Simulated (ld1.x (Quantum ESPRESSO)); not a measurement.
Transferability test, PAW potential for K

K (Z = 19), PAW, made with ld1.x (Quantum ESPRESSO) 7.5 (PBE, scalar-relativistic). Core [Ne], reference 3s2 3p6 4s1 4p0. Waves: 3s (bound): rcut 1.70, rcutus 2.10 bohr; 4s (bound): rcut 1.70, rcutus 2.10 bohr; 3p (bound): rcut 2.00, rcutus 2.40 bohr; 4p (bound, empty): rcut 2.00, rcutus 2.40 bohr; 3d channel at 0.15 Ry: rcut 1.65, rcutus 2.30 bohr; 3d channel at 1 Ry: rcut 1.65, rcutus 2.30 bohr. Local part: all-electron potential smoothed inside 2.10 bohr (lloc = -1). Core correction: Bessel-smoothed model core, default radius (core density twice the valence density). Augmentation charge: BESSEL, radius 1.65 bohr.

Energies are relative to the spin-unpolarised reference configuration 3s2 3p6 4s1 4p0; without spin polarisation the order of configurations can differ from experiment. The frozen-core shift is the all-electron ΔE with the core orbitals held at their reference shape minus the fully relaxed ΔE.

```tsv
valence configuration	charge	ΔE all-electron (eV)	error AE − PS (meV)	frozen-core shift (meV)
3s2 3p6 4s0 4p0	+1	4.314	0.0	0.0
3s2 3p6 4s0.5 4p0	+0.5	1.641	0.0	0.0
3s2 3p6 4s0 4p1	0	1.553	+0.3	0.0
3s1 3p6 4s1 4p0	+1	41.994	-14	+3.1
```

**Question.** What are ΔE and the potential's error for 3s2 3p5 4s1 4p0?

**Answer.** ΔE = 24.930 eV all-electron; the error (AE − PS) is -18 meV.
